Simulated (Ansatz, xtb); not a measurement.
# Two isomers of C3H10BN

Structure a is `CNB(C)C`, a singlet and structure b is `CCB(C)N`, a singlet. Both are isolated molecules in the gas phase, relaxed with r2SCAN-D4/def2-SVP, each in the lowest conformer that the search found.

Task: Estimate E(b) − E(a) at the level CCSD(T)/def2-SVP + ΔMP2/def2-TZVPP.

Result: Calculated at CCSD(T)/def2-SVP + ΔMP2/def2-TZVPP: E(b) − E(a) = −0.278 eV, so structure b lies lower.

The same difference at several levels:

| level | geometry | E(b) − E(a) (eV) | departure from the last row (eV) | job, with rough time for the two |
| --- | --- | --- | --- | --- |
| GFN2-xTB | GFN2-xTB | +0.057 | +0.335 | optimisation, 0.29 s |
| HF/STO-3G | GFN2-xTB | −0.023 | +0.255 | single point, 0.9 s |
| r2SCAN-D4/def2-SVP//GFN2-xTB | GFN2-xTB | −0.214 | +0.063 | single point, 4.3 s |
| r2SCAN-D4/def2-SVP | r2SCAN-D4/def2-SVP | −0.235 | +0.043 | optimisation, 72 s |
| HF/def2-SVP | r2SCAN-D4/def2-SVP | −0.222 | +0.056 | part of the CCSD(T) run |
| MP2/def2-SVP | r2SCAN-D4/def2-SVP | −0.258 | +0.020 | part of the CCSD(T) run |
| CCSD(T)/def2-SVP | r2SCAN-D4/def2-SVP | −0.232 | +0.046 | single point |
| CCSD(T)/def2-SVP + ΔMP2/def2-TZVPP | r2SCAN-D4/def2-SVP | −0.278 |  | single point, 53 s |

As drawn, b has 1 C–C, 1 N–H in place of 1 C–N, 1 C–H.

GFN2-xTB puts the two in the other order. The largest departure from CCSD(T)/def2-SVP + ΔMP2/def2-TZVPP is that of GFN2-xTB, 0.335 eV. The last row adds to CCSD(T) the change of the MP2 difference between the two basis sets, here −0.046 eV.

With thermal terms from frequencies at re-optimised GFN2-xTB minima (ideal gas, soft modes damped towards free rotors, one conformer each, 298.15 K, 1 atm): on the last row, ΔE + ΔZPE = −0.258, ΔH = −0.264, ΔG = −0.252 eV.

The correlated steps freeze 5 core orbitals. Run with Ansatz 0.2.0, xtb 6.7.1; the last row on 2 threads of Arm Neoverse V1 on a shared host.
